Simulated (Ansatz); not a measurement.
This geometry of ClFH7NO2SiTi (14 atoms, charge 0, multiplicity 1) is a first-order saddle point.

Theory: Ansatz 0.2.0, RKS PBE/def2-SVP.

```xyz
14
Properties=species:S:1:pos:R:3
Ti -0.043 -0.508 0.118
O -0.101 -0.566 2.215
Si -1.210 -0.122 3.412
H -2.506 -0.870 3.246
H -0.622 -0.464 4.753
H -1.457 1.354 3.324
Cl 1.483 0.909 -0.633
F -1.590 0.340 0.223
N -0.602 -1.625 -1.278
H -1.498 -1.483 -1.758
H -0.035 -2.335 -1.753
O 1.024 -2.041 0.889
H 0.673 -2.932 0.706
H 0.519 -1.500 1.937
```

(1) Which two structures does it join? (They come from a converged band through this point; their orientation in space is the band's.)

(2) How far does it lie above each of them?

Results:

(1) Bonds broken: O12–H14. Bonds formed: O2–H14.

Image 0:

```xyz
14
Properties=species:S:1:pos:R:3
Ti -0.187 -0.328 0.231
O -0.534 -0.670 1.998
Si -1.501 -0.285 3.321
H -2.805 -1.031 3.238
H -0.779 -0.697 4.575
H -1.774 1.194 3.368
Cl 1.896 0.507 -0.218
F -1.234 1.032 -0.118
N -0.914 -1.520 -1.008
H -1.665 -1.298 -1.670
H -0.623 -2.501 -1.058
O 1.140 -2.237 0.637
H 1.010 -2.225 1.608
H 2.002 -1.786 0.497
```

Image 6:

```xyz
14
Properties=species:S:1:pos:R:3
Ti -0.145 -0.841 0.114
O 0.156 -0.448 2.434
Si -1.112 -0.008 3.494
H -2.223 -1.018 3.485
H -0.556 0.080 4.889
H -1.578 1.337 3.040
Cl 1.442 0.690 -0.266
F -1.812 -0.413 0.580
N -0.523 -1.362 -1.643
H -1.474 -1.528 -1.993
H 0.155 -1.411 -2.411
O 0.521 -2.393 0.850
H 0.652 -3.178 0.289
H 0.531 -1.352 2.537
```

(2) 0.67 eV above the first and 0.30 eV above the second. This is the barrier of this one path; another mechanism may lie lower. The orbitals stay closed-shell, which can raise the energy where a bond breaks towards radicals; this wasn't checked here.

The run took 5.8 min on 4 threads of Arm Neoverse V2 (shared host), peak memory 0.27 GiB.
